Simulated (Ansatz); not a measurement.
```yaml
crystal:
  periodic: [false, false, false]
  atoms:
    - {symbol: Si, position_ang: [-0.888567, -0.022692, -0.615960]}
    - {symbol: C, position_ang: [0.886364, 0.275266, -0.094032]}
    - {symbol: Se, position_ang: [1.361629, -0.814525, 1.460462]}
    - {symbol: H, position_ang: [-1.065696, -1.442431, -1.009482]}
    - {symbol: H, position_ang: [-1.248710, 0.855842, -1.764279]}
    - {symbol: H, position_ang: [-1.792109, 0.289818, 0.522920]}
    - {symbol: H, position_ang: [1.568585, -0.050651, -0.882247]}
    - {symbol: H, position_ang: [0.172113, -0.411343, 2.248153]}
    - {symbol: H, position_ang: [0.172113, -0.461343, 2.248153]}
basis:
  gaussian: {orbitals: def2-TZVPD}
hamiltonian: {xc: {name: HSE06}, dispersion: d3bjatm}
output: {forces: true}
```

```sh
$ ansatz run in.yaml --threads 2 --pin off --events-out ev --progress --plain --max-ram 4352MiB
```

Output, abridged:

```
Functional definition: HSE06
1227 factors; their error is unknown
143 factors; integrals over basis functions are off by at most 4.9e-6 eV
mean field evaluation 1: about -74089.1483 eV, gradient 6.3e1 eV
mean field evaluation 2: about -74047.1553 eV, gradient 1.2e2 eV
mean field evaluation 4: about -74098.7594 eV, gradient 1.3e1 eV
mean field evaluation 8: about -74099.3807 eV, gradient 3.0e-1 eV
mean field evaluation 16: about -74099.6641 eV, gradient 1.3e-3 eV
mean field -74099.66414696 eV, -2723.1124308445 hartree, gradient 1.4e-5 eV, S^2 0.000000; 1 other end points of the search recorded, 0 dependent functions left out
reference -74099.66420420 eV, -2723.1124329481 hartree; 30, 30 occupied and 161, 161 virtual orbitals, 1227 factors
Total energy: -74099.81258090 eV, -2723.1178856913 hartree
Atom 0 at    -0.888567    -0.022692    -0.615960 Å, force     0.711380    -0.235472    -0.150910 eV/Å
Atom 1 at     0.886364     0.275266    -0.094032 Å, force    -1.191698    -0.910507     1.211217 eV/Å
Atom 2 at     1.361629    -0.814525     1.460462 Å, force     5.641074    -2.426889    -5.271223 eV/Å
Atom 3 at    -1.065696    -1.442431    -1.009482 Å, force    -0.417029    -0.200350    -0.052760 eV/Å
Atom 4 at    -1.248710     0.855842    -1.764279 Å, force     0.026238    -0.000967     0.050066 eV/Å
Atom 5 at    -1.792109     0.289818     0.522920 Å, force    -0.063229    -0.029424     0.122720 eV/Å
Atom 6 at     1.568585    -0.050651    -0.882247 Å, force     0.876345     0.734873     0.301624 eV/Å
Atom 7 at     0.172113    -0.411343     2.248153 Å, force    -3.040354  5738.286687     2.080745 eV/Å
Atom 8 at     0.172113    -0.461343     2.248153 Å, force    -2.542726 -5735.217951     1.708522 eV/Å
Dipole moment:     0.035187    -0.217817     0.395604 e Å
```

What is wrong with this run?

One atom was put on top of another. The calculation finished and met its thresholds. The result belongs to that input, not to the molecule as meant.

HSE06 is defined as in plane-wave codes.
